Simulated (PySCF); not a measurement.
Simulated absorption spectrum

Species: C₅H₃N₃Se.
Cartesian coordinates in Å at the PBE0-D3(BJ)/def2-SVP level; atoms count from 1:
```
atom  x, y, z in Å
N1     4.4677    0.3757    0.8095
C2     3.3780    0.1376    0.4943
C3     2.0507   -0.1964    0.0700
N4     1.0456    0.4603    0.5019
C5    -0.2331    0.1734    0.1151
C6    -1.3290    0.8744    0.5668
C7    -2.5557    0.4011    0.0252
N8    -2.5398   -0.6045   -0.8109
Se9   -0.8460   -1.1670   -1.0742
H10    1.9779   -1.0413   -0.6407
H11   -1.2314    1.7041    1.2676
H12   -3.5288    0.8404    0.2734
```

Theory: PySCF 2.14.0, density-fitted response routines, TDDFT B3LYP/def2-SVPD, vertical, gas phase, core orbitals frozen in the response. Relativistic effects, spin–orbit coupling among them, are left out although an element past zinc is present.

Each state is given a Gaussian of 0.25 eV full width at half maximum, with ε(max) = 2.175×10⁸ f / Δν̃ (Δν̃ the width in cm⁻¹). The width is an assumption, not a result. The curve ends short of the highest state used, and states not computed would add to its high-energy end.

(λ (nm), ε (L mol⁻¹ cm⁻¹)): (234.5, 28), (240.7, 11), (246.8, 1), (253.0, 0), (259.2, 0), (265.3, 0), (271.5, 5), (277.7, 181), (283.8, 2410), (290.0, 13813), (296.2, 35650), (302.3, 45476), (308.5, 31329), (314.7, 12416), (320.8, 3100), (327.0, 500), (333.2, 116), (339.3, 323), (345.5, 1076), (351.6, 2397), (357.8, 3769), (364.0, 4264), (370.1, 3601), (376.3, 2324), (382.5, 1177), (388.6, 487), (394.8, 163), (401.0, 46), (407.1, 11), (413.3, 2)

Problem. Locate the maxima and give the states behind the curve.

Solution. 363 nm (3.41 eV), ε about 4300, made up of S2 (98%); 302 nm (4.11 eV), ε about 46000, made up of S3 (100%) (ε in L mol⁻¹ cm⁻¹; maxima over ε = 5, shares over 10%). At its high-energy end, 5.29 eV, the curve is still rising (ε about 28, from S6 and S7). The states used: S1 3.37 eV (f 0.0007); S2 3.41 eV (f 0.039); S3 4.11 eV (f 0.423); S4 4.30 eV (f 0.0001); S5 4.95 eV (f 0.0000); S6 5.28 eV (f 0.0002); S7 5.33 eV (f 0.0001); S8 5.61 eV (f 0.0009); S9 5.80 eV (f 0.014); S10 5.89 eV (f 0.0008).

Problem. Does any computed singlet lie in the visible range?

Solution. No computed singlet lies in the visible range (380 to 750 nm); the lowest, at 367 nm, stands 0.11 eV above its violet end (3.26 eV); a Tamm–Dancoff triplet lies at 510 nm, without intensity as long as spin–orbit coupling is left out.

Problem. On this curve, what absorbance would a 10⁻⁴ mol/L sample give at 365 nm over a 1 cm path?

Solution. 365 nm is 3.397 eV, where ε is about 4200 L mol⁻¹ cm⁻¹, so A = ε c l ≈ 0.42 (Beer–Lambert, with the gas-phase spectrum and the assumed width).

Problem. What would ε be at 4.11 eV, the highest of these maxima, with half the width (0.125 eV)?

Solution. About 91300 L mol⁻¹ cm⁻¹ against 45700, a factor of about 2.00; a lone state at its own centre would give exactly 2.

The vertical ionisation energy (ΔSCF) is 10.04 eV, 4.15 eV above S10.

The run took 6.7 min on one thread of an Arm Neoverse V1, no GPU, on a shared host.

One conformer stands for the species.
